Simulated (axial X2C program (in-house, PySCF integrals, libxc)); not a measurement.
DyI⁺: the levels of the configuration f9 s1

Computed with an axial X2C code built on PySCF integrals: two-component X2C with atomic mean-field Coulomb and Gaunt terms, basis Dy dyall-v2z, I dyall-v2z (cores contracted in-house). Orbitals come from Hartree–Fock averaged over the configuration Dy f9 s1; CI then distributes these electrons over the f, s shells of Dy.

R = 2.753 Å (near the minimum of the configuration average).

Active spinors (ω > 0):

```json
{"shell": "f", "ω": "5/2", "ε (eV)": "-17.90", "character": "100% Dy f"}
{"shell": "f", "ω": "3/2", "ε (eV)": "-17.81", "character": "100% Dy f"}
{"shell": "f", "ω": "1/2", "ε (eV)": "-17.75", "character": "100% Dy f"}
{"shell": "f", "ω": "7/2", "ε (eV)": "-17.05", "character": "100% Dy f"}
{"shell": "f", "ω": "5/2", "ε (eV)": "-16.97", "character": "100% Dy f"}
{"shell": "f", "ω": "3/2", "ε (eV)": "-16.91", "character": "100% Dy f"}
{"shell": "f", "ω": "1/2", "ε (eV)": "-16.87", "character": "100% Dy f"}
{"shell": "s", "ω": "1/2", "ε (eV)": "-8.48", "character": "68% Dy s, 26% Dy d, 5% Dy p"}
```

Lowest levels of this model:

| Ω | energy (cm⁻¹) | g∥ | configuration |
| --- | --- | --- | --- |
| 8 | 0 | 21.91 | 100% f9 s1 |
| 7 | 396 | 18.87 | 100% f9 s1 |
| 6 | 731 | 15.99 | 100% f9 s1 |
| 5 | 993 | 13.25 | 100% f9 s1 |
| 4 | 1178 | 10.60 | 100% f9 s1 |
| 3 | 1296 | 7.97 | 100% f9 s1 |
| 2 | 1363 | 5.34 | 100% f9 s1 |
| 1 | 1395 | 2.68 | 100% f9 s1 |
| 0 | 1404 | 0.00 | 100% f9 s1 |
| 7 | 2486 | 18.71 | 100% f9 s1 |
| 6 | 2705 | 15.78 | 100% f9 s1 |
| 5 | 2900 | 12.98 | 100% f9 s1 |
| 4 | 3066 | 10.29 | 100% f9 s1 |
| 3 | 3200 | 7.68 | 100% f9 s1 |
| 2 | 3298 | 5.11 | 100% f9 s1 |
| 1 | 3357 | 2.55 | 100% f9 s1 |
| 0 | 3377 | 0.00 | 100% f9 s1 |
| 6 | 4795 | 15.16 | 100% f9 s1 |
| 7 | 4853 | 18.19 | 100% f9 s1 |
| 5 | 4919 | 12.14 | 100% f9 s1 |
| 4 | 5103 | 9.35 | 100% f9 s1 |
| 6 | 5229 | 16.08 | 100% f9 s1 |
| 3 | 5288 | 6.90 | 100% f9 s1 |
| 5 | 5346 | 13.26 | 100% f9 s1 |
| 2 | 5428 | 4.64 | 100% f9 s1 |
| 4 | 5459 | 10.48 | 100% f9 s1 |
| 1 | 5512 | 2.35 | 100% f9 s1 |
| 0 | 5540 | 0.00 | 100% f9 s1 |
| 3 | 5584 | 7.71 | 100% f9 s1 |
| 2 | 5710 | 5.01 | 100% f9 s1 |

g∥ is the magnitude of 2⟨Lz + ge Sz⟩ for the +Ω component.

(1) From Ω and g∥ of the lowest level, whose 2⟨Lz + ge Sz⟩ is positive, find ⟨Sz⟩ and ⟨Lz⟩ (ge = 2.0023).

Occupations of the active spinors in the lowest level by ω, shell by shell in order of energy: -7/2: 0.00; -5/2: 0.93 0.07; -3/2: 0.83 0.17; -1/2: 0.69 0.31 0.00; 1/2: 0.53 0.47 1.00; 3/2: 1.00 1.00; 5/2: 1.00 1.00; 7/2: 1.00. The leading determinant has weight 0.29 among 106.

This point took 2.9 s on 1 thread of AMD EPYC 7R43 64-Core Processor (Zen 3) (shared host).

Dynamic correlation is missing, so gaps between terms are too wide and other configurations may lie lower; the lowest level listed is that of this model, not necessarily the ground state. At most 4 roots were kept for each Ω > 0 (twice that for Ω = 0) within 2.2 eV of the lowest, so higher up levels can be missing between those listed; levels with Ω > 0 are doubly degenerate and listed once, Ω = 0 levels singly.

Results:

(1) Ω = ⟨Lz⟩ + ⟨Sz⟩ = 8 and ⟨Lz⟩ + ge⟨Sz⟩ = 10.955, so ⟨Sz⟩ = 2.95 and ⟨Lz⟩ = 5.05.
